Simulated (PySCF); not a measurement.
2-methylpyridine, C₆H₇N.
Geometry (GFN2-xTB, Å), atoms numbered from 1 in this order:
```
atom  x, y, z in Å
C1     2.1928   -0.2702    0.1437
C2     0.7032   -0.1645    0.0417
C3     0.0673    1.0760    0.0248
C4    -1.3117    1.1196   -0.0665
C5    -2.0149   -0.0738   -0.1406
C6    -1.2922   -1.2548   -0.1190
N7     0.0258   -1.3018   -0.0298
H8     2.6663    0.2385   -0.6945
H9     2.5429    0.1972    1.0627
H10    2.4822   -1.3166    0.1398
H11    0.6499    1.9835    0.0837
H12   -1.8329    2.0666   -0.0803
H13   -3.0913   -0.0846   -0.2131
H14   -1.7881   -2.2156   -0.1748
```

NICS is the negative of the GIAO shielding at a point without a nucleus: at the ring centre (0) and 1 Å above and below it (1); zz is the component along the ring normal. Level: GIAO PBE0/pcSseg-1 (PySCF, non-relativistic, gas phase) on the GFN2-xTB geometry, one conformer.

Ring bond lengths (Å), with Mayer bond orders in brackets: C2–C3 1.394 (1.32), C3–C4 1.383 (1.45), C4–C5 1.387 (1.41), C5–C6 1.385 (1.41), C6–N7 1.322 (1.48), N7–C2 1.326 (1.50).

Question: What do the NICS probes read (ppm)?

Answer: 
| ring | type | NICS(0) | NICS(1), two faces | NICS(1)zz, two faces | rms pucker (Å) | centre to ring atoms, mean (Å) |
| --- | --- | --- | --- | --- | --- | --- |
| C2–C3–C4–C5–C6–N7 | 6-membered ring with N; formal bonds all aromatic | -7.2 | -11.1 / -11.1 | -28.0 / -28.0 | 0.00 | 1.37 |

Question: What do they say, and how far can they be read as aromaticity?

Answer: 
- C2–C3–C4–C5–C6–N7: mean NICS(1)zz -28.0 ppm, shielded. The ring is flat and has no four-coordinate atom; by the NICS criterion it is aromatic.

Question: And the bond-length index? HOMA = 1 − mean of α(R − Ropt)² over the ring bonds, with Krygowski's 1993 parameters (CC: Ropt 1.388 Å, α 257.7 Å⁻²; CN: Ropt 1.334 Å, α 93.52 Å⁻²).

Answer: 
- C2–C3–C4–C5–C6–N7: HOMA 0.99; the largest term is that of C6–N7, α(R − Ropt)² = 0.01. The geometric and the magnetic index point the same way.

Question: What is the mean of the two in-plane components of NICS at the second NICS(1) probe listed for ring C2–C3–C4–C5–C6–N7, 1 Å off the ring?

Answer: The isotropic value is a third of the trace: (3 × -11.1 − (-28.0))/2 = -2.6 ppm.
